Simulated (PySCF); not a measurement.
## Unknown compound

The spectra below were simulated for a compound C7H7F3.

¹H NMR (400 MHz, computed): δ 6.49 (m, 1H), 5.58 (m, 1H), 5.49 (m, 1H), 5.00 (m, 1H), 1.74 (s, 3H).

¹³C{¹H} NMR (computed): δ 156.3 (C), 151.6 (C), 120.2 (CH), 119.3 (CH2), 76.6 (CH), 50.8 (C), 26.0 (CH3).

[PySCF 2.14.0 with density-fitted response routines: σ from GIAO-PBE0/pcSseg-1; GFN2-xTB structure; fast rotation and ring inversion assumed for equivalent nuclei; one conformer; no relativistic terms; gas phase]

Shifts are taken against calculated references (same method and geometry level): ¹H (σ = 31.72 ppm) and ¹³C (σ = 186.93 ppm) vs TMS.

Q: Which candidate is it?
A. CC1=CC/1=C(/C)C(F)(F)F
B. C=C(C)[C@]1(C(F)F)C=C1F
C. C=C[C@@](F)(C#CC)C(F)F

A: B. 

The formula gives 3 degrees of unsaturation (1 ring in the answer). 7 carbon signals for 7 carbons: no two carbons are equivalent. Carbon types of the structure: 3 × C, 2 × CH, 1 × CH2, 1 × CH3, which accounts for all hydrogens. δC 156.3, 151.6: fully substituted alkene carbon; as expected for a trigonal carbon in a double bond. δC 120.2: sp3 CH bonded to 2 F; 2 electronegative neighbours deshield it. δC 119.3: terminal =CH2 carbon; an sp2 carbon of a C=C bond. δC 76.6: alkene CH. δH 1.74: hydrogen on an allylic methyl carbon; allylic position.

The others: C=C[C@@](F)(C#CC)C(F)F has carbons computed at 139.2, 124.5, 121.4, 97.3, 93.0, 79.5, 4.6; CC1=CC/1=C(/C)C(F)(F)F would give 3 signals for carbon-bound and other non-exchanging H, not 5.

Splittings by ¹⁹F in the carbon and heteronuclear signals aren't shown, as no couplings were computed. Shifts are as computed. Against solution values, carbons near 30 ppm lie about +3 ppm off and those near 130 ppm about +5 ppm. Of 1309 compounds with measured shifts, 239 miss one by over three times the rms of a fit or turn the order of signals round; such compounds aren't used in these exercises. No couplings were computed; multiplicities are counted from neighbouring protons, with m where these are inequivalent, close in shift, in a saturated or five-membered ring or joined by F or P, and br s for small geminal =CH2 splittings.
